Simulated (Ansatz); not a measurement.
A nudged elastic band was laid between two geometries of C2H6F2Si + FH (13 atoms, charge 0, multiplicity 1).

These are results of RKS PBE-D4/def2-SVP (Ansatz), not measurements.

| Property | Result |
| --- | --- |
| movable images | 5 |
| climbing image | yes |
| spring | 5.0 eV/Å² |
| optimiser | quadratic models (default) |
| start path | through a guess of the saddle point |
| force threshold | 0.05 eV/Å |
| iteration limit | 60 |
| end points | relaxed |

First end point:

```xyz
13
Properties=species:S:1:pos:R:3
Si -0.278 0.473 1.263
C 0.266 0.722 -0.509
C -0.526 -0.113 -1.528
F -0.578 1.911 1.976
F 0.985 -0.149 2.156
H -1.463 -0.402 1.502
H 1.276 -1.602 1.264
F 0.966 -2.123 0.538
H 1.347 0.469 -0.554
H 0.189 1.810 -0.724
H -1.612 0.113 -1.496
H -0.178 0.086 -2.561
H -0.395 -1.193 -1.328
```

Last end point:

```xyz
13
Properties=species:S:1:pos:R:3
Si -0.660 -0.057 2.263
C 1.059 0.119 -1.012
C -0.257 -0.054 -1.768
F -1.629 0.762 1.261
F 0.726 0.759 2.404
H -1.304 -0.229 3.584
H 1.282 -0.764 -0.378
F -0.343 -1.494 1.595
H 1.917 0.256 -1.701
H 1.036 1.003 -0.342
H -1.110 -0.177 -1.071
H -0.482 0.824 -2.407
H -0.236 -0.946 -2.428
```

Question: What changes between the two ends?

Answer: Bonds broken: Si1–C2, H7–F8. Bonds formed: Si1–F8, C2–H7. C2H6F2Si + FH becomes C2H6 + F3HSi.

Question: Give the energies along the band, and the barrier.

Answer: The run converged. The highest image is number 3 of 0 to 6, 1.19 eV above the first end and 2.42 eV above the last; the last end lies 1.22 eV below the first. Neighbouring images differ by up to 1.8 eV, so the band resolves the path poorly. A vibrational analysis at the climbing image gives one clearly imaginary mode, 774i cm⁻¹: a first-order saddle point. The orbitals stay closed-shell, which can raise the energy where a bond breaks towards radicals; this wasn't checked here.

| image | path coordinate (Å) | energy (eV) | Si1–C2 (Å) | H7–F8 (Å) | Si1–F8 (Å) |
| --- | --- | --- | --- | --- | --- |
| 0 | 0.00 | 0.00 | 1.87 | 0.95 | 2.97 |
| 1 | 1.85 | 0.04 | 1.87 | 0.95 | 3.48 |
| 2 | 3.70 | 0.08 | 1.87 | 0.94 | 2.72 |
| 3 | 5.55 | 1.19 | 2.10 | 1.23 | 1.90 |
| 4 | 7.06 | -0.59 | 3.11 | 1.84 | 1.64 |
| 5 | 8.56 | -1.20 | 3.88 | 2.39 | 1.62 |
| 6 | 10.07 | -1.22 | 3.70 | 2.66 | 1.62 |

Question: What is the geometry of the highest image?

Answer: 
```xyz
13
Properties=species:S:1:pos:R:3:forces:R:3
Si -0.169 -0.008 1.447 0.00 0.00 0.00
C 0.574 0.197 -0.509 0.00 0.00 0.00
C -0.578 0.049 -1.510 0.00 0.00 0.00
F -1.137 1.302 1.143 0.00 0.00 0.00
F 0.831 0.666 2.543 0.00 0.00 0.00
H -1.228 -0.960 1.872 0.00 0.00 0.00
H 0.945 -0.810 0.281 0.00 0.00 0.00
F 1.014 -1.494 1.307 0.00 0.00 0.00
H 1.514 -0.230 -0.950 0.00 0.00 0.00
H 0.863 1.251 -0.317 0.00 0.00 0.00
H -1.468 0.602 -1.157 0.00 0.00 0.00
H -0.299 0.451 -2.504 0.00 0.00 0.00
H -0.862 -1.014 -1.645 0.00 0.00 0.00
```

Run time: 4.4 min on 4 threads of Arm Neoverse N1 (shared host), peak memory 0.17 GiB.
